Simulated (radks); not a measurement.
Values are calculated unless marked as measured or tabulated.
Task: Valence configurations of Lu (all share [Xe]). Code: a radial shooting solver on a logarithmic mesh with Libxc functionals. Model: Dirac Kohn-Sham, PBEsol, spin-unpolarised, spherical densities, finite nucleus; open shells fill j = l - 1/2 first; Fermi nuclear charge, rms radius 5.37 fm. Order these by energy: 4f14 5d1 6s2; 4f14 5d1 6s1.5 6p0.5; 4f13 5d1 6s2 6p1; 4f12 6s2 6p3; 4f14 5d1.5 6s1.5; 4f13 5d2 6s2; 4f14 5d1 6s1 6p1; 4f14 5d0.5 6s2 6p0.5; 4f13.5 5d1 6s1.5 6p1; 4f14 6s2 6p1.

Result: From the lowest, in eV above it: 4f14 5d1 6s2 0.000; 4f14 5d0.5 6s2 6p0.5 0.296; 4f14 6s2 6p1 0.865; 4f14 5d1.5 6s1.5 1.403; 4f14 5d1 6s1.5 6p0.5 1.562; 4f14 5d1 6s1 6p1 3.157; 4f13.5 5d1 6s1.5 6p1 6.458; 4f13 5d2 6s2 9.796; 4f13 5d1 6s2 6p1 11.785; 4f12 6s2 6p3 40.956. NIST lists [Xe] 4f14 5d1 6s2 as the ground configuration; this level of theory agrees among the configurations tried. The energies are those of spherical spin-averaged densities, not of single terms.
